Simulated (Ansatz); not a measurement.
`C[Se]B(Cl)Cl` and `COB(Cl)Cl` differ in one atom or group.

Ansatz, PBE0-D4/def2-TZVP geometries, multiplicity 1. Each molecule was computed in one conformer, which needn't be the lowest.

Scalar relativity is left out up to krypton.

```json
{"property": "size of the dipole moment (PBE/def2-TZVPP) / D", "`C[Se]B(Cl)Cl`": "2.05"}
{"property": "HOMO energy (B3LYP/def2-TZVPP) / eV", "`C[Se]B(Cl)Cl`": "-7.09"}
{"property": "HOMO–LUMO gap (PBE0/def2-TZVPP) / eV", "`C[Se]B(Cl)Cl`": "6.09"}
{"property": "size of the dipole moment (ωB97M-V/def2-TZVPP) / D", "`C[Se]B(Cl)Cl`": "1.98"}
{"property": "LUMO energy (PBE/def2-TZVPP) / eV", "`C[Se]B(Cl)Cl`": "-2.09"}
{"property": "HOMO energy (PBE/def2-TZVPP) / eV", "`C[Se]B(Cl)Cl`": "-6.22"}
```

Q: Give the same properties after the change, and the shifts. (Estimate.)

A: Ansatz gave: 
```tsv
property	`COB(Cl)Cl`	shift
size of the dipole moment (PBE/def2-TZVPP) / D	2.36	0.31
HOMO energy (B3LYP/def2-TZVPP) / eV	-8.60	-1.51
HOMO–LUMO gap (PBE0/def2-TZVPP) / eV	8.68	2.59
size of the dipole moment (ωB97M-V/def2-TZVPP) / D	2.42	0.44
LUMO energy (PBE/def2-TZVPP) / eV	-1.21	0.88
HOMO energy (PBE/def2-TZVPP) / eV	-7.45	-1.23
```

With PBE0 the HOMO falls by 1.58 eV and the LUMO rises by 1.02 eV, so the gap widens by about 2.60 eV. PBE moves the HOMO by -1.23 eV and ωB97M-V by -1.75 eV. Dipoles are sizes alone; their direction can turn.

B3LYP here is the variant with VWN-RPA as its local correlation; programs differ in this.

Spin–orbit coupling is left out; it splits and shifts lone-pair levels of the heavy atoms by tenths of an eV.
